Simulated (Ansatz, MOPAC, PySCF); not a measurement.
System: PbF, net charge 0, doublet state. SMILES: [F][Pb]
Geometry: optimised at B3LYP-D3(BJ)/def2-TZVP (Ansatz, an electronic-structure program).

Property: vertical ionisation energy to the singlet, in eV. Set-up: valence correlation only (noble-gas shells and the d and f shells of earlier blocks); LANL2DZ with its own core potentials from Na on; each state is the SCF solution reached for its charge and spin; def2 sets with scalar-relativistic core potentials past Kr; open shells spin-unrestricted; PM7 with its own dispersion and hydrogen-bond terms; spin-orbit terms left out; 6-31G* and kin with 6d, 5d where marked. Ab initio and DFT rows: single points at B3LYP-D3(BJ) geometries (Ansatz). Semi-empirical rows: differences of heats of formation at the shared geometry for vertical values.

```
level                                    program  vertical ionisation energy to the singlet (eV)
---------------------------------------  -------  ----------------------------------------------
AM1                                        MOPAC                                            6.92
PM3                                        MOPAC                                            7.39
PM6                                        MOPAC                                            7.42
PM7                                        MOPAC                                            7.17
MNDO                                       MOPAC                                            7.55
PBE/6-31G* with LANL2DZ past Ar           Ansatz                                            6.81
B3LYP/6-31G* with LANL2DZ past Ar         Ansatz                                            6.88
M06-2X/6-31G* with LANL2DZ past Ar (5d)    PySCF                                            6.74
MP2/6-31G* with LANL2DZ past Ar           Ansatz                                            6.29
PBE/def2-TZVPD                            Ansatz                                            6.89
B3LYP/def2-TZVPD                          Ansatz                                            7.06
```

No value to compare with is used here. The 9 habitual levels span 6.29 (MP2/6-31G* with LANL2DZ past Ar) to 7.55 eV (MNDO); B3LYP/def2-TZVPD gives 7.06.

The levels are drawn from those run, B3LYP/6-31G* more often than the rest, none by its result; left out are runs that failed, that the program found above a lower state of the same kind, or whose <S^2> lies over 0.5 above the pure value.
